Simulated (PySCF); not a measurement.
**Electronic structure of I+ (iodine, charge +1) at the UHF level**

Configuration: [Kr] 4d10 5s2 5p4, high-spin 3P determinant. All numbers are calculated (PySCF 2.14, a scalar-relativistic core potential, in aug-cc-pVQZ-PP with one added diffuse shell each of s, p, d, f, g type with ECP28MDF (8s8p6d4f3g, 117 functions)).

- Total energy: -294.312028 hartree
- One-electron energy: -505.1632 hartree
- Hartree (Coulomb) energy: 231.6462 hartree
- Exchange energy: -20.7951 hartree
- ⟨S²⟩: 2.0111
- ⟨L²⟩: 2.045
- Sum of ⟨r⟩: 28.99 bohr
- Sum of ⟨r²⟩: 48.96 bohr²
- Traceless quadrupole moment −½Σ⟨3z² − r²⟩ along its main axis: -2.36 e·bohr²
- Time after the integrals: 2.8 s of wall time on 1 thread of Neoverse-V2 (shared host)

| shell | electrons | mean orbital energy (hartree) | spread (hartree) | rms radius, mean of both spins (bohr) |
| --- | --- | --- | --- | --- |
| 4s α | 1 | -8.10330 | 0 | 0.796 |
| 4s β | 1 | -8.08607 | 0 | 0.796 |
| 4p α | 3 | -5.92742 | 0.02544 | 0.853 |
| 4p β | 3 | -5.91015 | 0.00294 | 0.853 |
| 4d α | 5 | -2.65275 | 0.02716 | 0.997 |
| 4d β | 5 | -2.63926 | 0.01424 | 0.997 |
| 5s α | 1 | -1.27805 | 0 | 2.09 |
| 5s β | 1 | -1.08994 | 0 | 2.09 |
| 5p α | 3 | -0.75182 | 0.06237 | 2.48 |
| 5p β | 1 | -0.67527 | 0 | 2.48 |

Energies and moments cover only the electrons outside the core potential.
